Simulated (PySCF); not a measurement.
# How the method moves the HOMO and LUMO of `CC(C)S(=O)(=O)O`

Compound: C3H8O3S.
Cartesian coordinates in Å at the PBE0-D3(BJ)/def2-SVP level; atoms count from 1:
```xyz
15
C3H8O3S angstrom
C      0.5680    1.4196   -0.3633
C      0.3450    0.0328    0.2107
C      1.3042   -1.0187   -0.3265
S     -1.3280   -0.5236   -0.1547
O     -1.5877   -1.7729    0.5458
O     -1.5648   -0.3864   -1.5757
O     -2.2148    0.6166    0.6037
H      1.5837    1.7602   -0.1133
H      0.4640    1.4005   -1.4577
H     -0.1517    2.1437    0.0426
H      0.3688    0.0483    1.3126
H      1.2270   -1.0854   -1.4220
H      1.0924   -2.0084    0.1009
H      2.3358   -0.7381   -0.0685
H     -2.6866    0.1593    1.3168
```

Basis pcSseg-1 throughout (PySCF), one geometry. The structure is a single PBE0-D3(BJ)/def2-SVP conformer in the gas phase; no vibrational or solvent corrections.

Task: How do the orbital energies, the gap and the dipole change with the method?

Result: 
```
  method                    kind  HOMO (eV)  LUMO (eV)  gap (eV)  μ (D)  SCF cycles
    BLYP                     GGA      -7.11      -0.24      6.86   3.58          17
    OPBE                     GGA      -7.23       0.00      7.23   3.53          18
   B97-D                     GGA      -7.28      -0.15      7.14   3.63          17
     LDA                     LDA      -7.49      -0.41      7.08   3.66          16
   B97-2           global hybrid      -8.62       0.70      9.32   3.80          15
    PBE0           global hybrid      -8.90       0.72      9.62   3.81          14
mPW1PW91           global hybrid      -8.95       0.68      9.63   3.83          14
 wB97X-D  range-separated hybrid     -10.83       2.54     13.37   3.89          14
      HF            Hartree–Fock     -12.60       3.70     16.29   4.35          11
```

The HOMO spans 5.49 eV, from BLYP down to HF, and the gap runs from 6.86 eV (BLYP) to 16.29 eV (HF). Over the methods BLYP (0 %), OPBE (0 %), B97-D (0 %), LDA (0 %), B97-2 (21 %), PBE0 (25 %), mPW1PW91 (25 %), HF (100 %), a straight line through the gap against the share of exact exchange rises by 0.92 eV for each 10 % (correlation coefficient 0.998). The dipole ranges from 3.53 D (OPBE) to 4.35 D (HF). This basis has no diffuse functions.

The vertical ΔSCF ionisation energy at CAM-B3LYP/def2-SVPD is 11.33 eV; −ε(HOMO) comes closest to it with wB97X-D (10.83 eV).
